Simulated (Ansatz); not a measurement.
Basis sets compared for the cluster Cs3F3⁺. Charge 1, multiplicity 2. Geometry PBE0-D4/def2-SVP. Ansatz on 4 threads of Arm Neoverse V1 on a shared host; times are rough, and most runs start from earlier orbitals.

| atom | x (Å) | y (Å) | z (Å) |
| --- | --- | --- | --- |
| Cs1 | 1.5717 | -2.0353 | -1.1995 |
| Cs2 | 0.2132 | 2.7018 | -0.9221 |
| Cs3 | -1.7959 | -0.6500 | 2.1288 |
| F4 | 1.5084 | 0.5492 | -1.7926 |
| F5 | -0.1821 | -2.2733 | 0.7776 |
| F6 | -1.3153 | 1.7077 | 1.0077 |

In the def2 sets Cs takes a core potential; there is no spin–orbit coupling. At PBE-D4/def2-SVP, PBE-D4/def2-TZVP the gap within one spin of the charge 1 doublet nearly closes, so an electron or hole may be smeared out by delocalisation error. Another isomer (doublet) lies 0.86 eV lower at PBE0-D4/def2-TZVP; other spin states weren't run for this one.

```tsv
level	functions	energy (Eh)	HOMO (eV)	LUMO (eV)	wall time
PBE-D4/def2-SVP	114	-359.4787	-10.00	-9.89	9.5 s
PBE0-D4/def2-SVP	114	-359.4226	-10.83	-9.73	7 s
```

(1) Estimate the rows for PBE-D4/def2-TZVP (with forces), PBE0-D4/def2-TZVP.

Results:

(1) 
| level | functions | energy (Eh) | HOMO (eV) | LUMO (eV) | wall time |
| --- | --- | --- | --- | --- | --- |
| PBE-D4/def2-TZVP (with forces) | 180 | -359.8643 | -10.43 | -10.28 | 7 s |
| PBE0-D4/def2-TZVP | 180 | -359.8032 | -11.22 | -10.12 | 17 s |
